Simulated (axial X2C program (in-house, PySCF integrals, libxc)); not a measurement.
# Levels of SbP⁻ by electron attachment to SbP (EOM-EA-CCSD)

Computed with an in-house all-electron X2C program for linear molecules (integrals from PySCF): two-component X2C with atomic mean-field Coulomb and Gaunt terms, Gaussian nuclei, basis Sb dyall-acv3z, P dyall-av3z with contracted cores.

R = 2.103 Å (0.960 times 2.191 Å, the PBE0 minimum at charge 0 for the lowest determinant).

Levels of SbP⁻ obtained by attaching an electron to SbP:

| Ω | binding energy (eV) | above lowest (cm⁻¹) | attached spinor | one-particle weight |
| --- | --- | --- | --- | --- |
| 1/2 | 0.540 | 0 | 30% Sb pπ, 30% P pπ, 20% Sb dπ | 0.94 |
| 3/2 | 0.405 | 1089 | 39% Sb pπ, 21% P pπ, 19% Sb dπ | 0.94 |
| 1/2 | -0.775 | 10601 | 58% Sb pσ, 18% P pσ, 11% Sb sσ | 0.99 |
| 1/2 | -0.865 | 11329 | 66% Sb sσ, 21% Sb pσ, 8% P sσ | 0.98 |
| 1/2 | -1.167 | 13768 | 82% Sb pπ, 15% P pπ | 0.99 |
| 3/2 | -1.204 | 14062 | 81% Sb pπ, 16% P pπ | 0.99 |
| 1/2 | -1.756 | 18519 | 70% P pσ, 11% Sb pσ, 9% Sb dσ | 0.99 |

Question: What is the splitting of the first π pair in the table, and is it regular or inverted?

Answer: E(3/2) − E(1/2) = 1089 − 0 = 1089 cm⁻¹ at EOM-EA-CCSD: regular, Ω = 1/2 lower. Splittings at this level can be off by ten to twenty per cent.

Negative binding energies belong to unbound states, resonances or levels that the basis set holds; within some tenths of an eV of zero the sign is not settled.

This point took 19 s on 1 thread of Arm Neoverse N1, on a shared host.

Reference electrons by ω block (each with its −ω partner): 1/2: 22, 3/2: 9, 5/2: 2. 10 electrons of SbP correlated (inner shells frozen), 92 natural virtual spinors (a truncated set); levels can be off by some tenths of an eV. Roots sought by Ω: (1/2: 5, 3/2: 4, 5/2: 2, 7/2: 1); rows need 60 % one-particle weight and stop where some Ω has no more roots. Missing are any skipped roots, higher Ω and states of a further excitation; these come out far too high here and may in truth be low or lowest. T1 of the reference 0.020 (Lee–Taylor). Number of frozen shells: Sb 4 s, 3 p, 2 d; P 2 s, 1 p.
